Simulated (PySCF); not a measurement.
**Correlation energy of In (indium, neutral)**

[Kr] 4d10 5s1 5p1 6s1, high-spin 4P determinant (an excited configuration). Computed with PySCF 2.14 in aug-cc-pVDZ-PP with ECP28MDF (5s4p3d, 32 functions), with a scalar-relativistic core potential. Frozen: 4s2 4p6 4d10; 3 electrons correlated.

```
  level  correlation energy (mhartree)
   CCSD                          -8.82
    (T)                          -0.05
CCSD(T)                          -8.87
  CCSDT                          -8.90
    FCI                          -8.90
```

Diagnostics: T1 = 0.0087, D1 = 0.0191, largest double amplitude 0.039, weight of the Hartree-Fock determinant in FCI 0.9805 (1771 determinants).

The outer electron is Rydberg-like, and this basis confines it to a smaller radius and binds it less than a complete one would.

Cost of the coupled-cluster step: about 0.08 core-seconds, for 3 correlated electrons.
